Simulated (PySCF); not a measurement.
Isomers of C3H10OSi. Level of theory: PySCF 2.14.0, PBE0-D3(BJ)/def2-SVP geometry optimisation, gas phase. One conformer each; no zero-point energy, no entropy. No frequencies were run at this level. Point groups hold within 0.08 Å.

Problem. Order them by energy at this level, lowest first, and give relative energies in kcal/mol.
A. `[H][Si](C)(C)OC` (SiHMe2(OMe))
B. `C[Si](C)(C)O`
C. `[CH3:1][CH:2]([CH3:3])[O:4][SiH3:5]` with C1–C2–O4–Si5 112°

Solution. B (0.0), A (20.8), C (35.2).

As drawn, the lowest has an O–H bond and an Si–C bond, which the highest lacks.

| SMILES | E (Eh) | E rel (kcal/mol) | dipole (D) | point group | A, B, C (MHz) |
| --- | --- | --- | --- | --- | --- |
| C[Si](C)(C)O | -484.55550 | 0.0 | 1.37 | Cs | 3341, 3303, 3117 |
| [H][Si](C)(C)OC | -484.52232 | 20.8 | 0.89 | C1 | 5283, 2816, 2055 |
| CC(C)O[SiH3] | -484.49947 | 35.2 | 1.11 | near Cs | 7106, 2256, 1886 |

Problem. How do the relative energies change in single points at PBE0/pcSseg-1 (no added dispersion term) on the same geometries?

Solution. 
```json
{"SMILES": "C[Si](C)(C)O", "PBE0-D3(BJ)/def2-SVP (kcal/mol)": "0.0", "PBE0/pcSseg-1 (kcal/mol)": "0.0", "shift": "0.0"}
{"SMILES": "[H][Si](C)(C)OC", "PBE0-D3(BJ)/def2-SVP (kcal/mol)": "20.8", "PBE0/pcSseg-1 (kcal/mol)": "21.7", "shift": "+0.9"}
{"SMILES": "CC(C)O[SiH3]", "PBE0-D3(BJ)/def2-SVP (kcal/mol)": "35.2", "PBE0/pcSseg-1 (kcal/mol)": "37.1", "shift": "+1.9"}
```

Each column counts from its own lowest isomer. The order is unchanged; the largest shift is 1.9 kcal/mol.
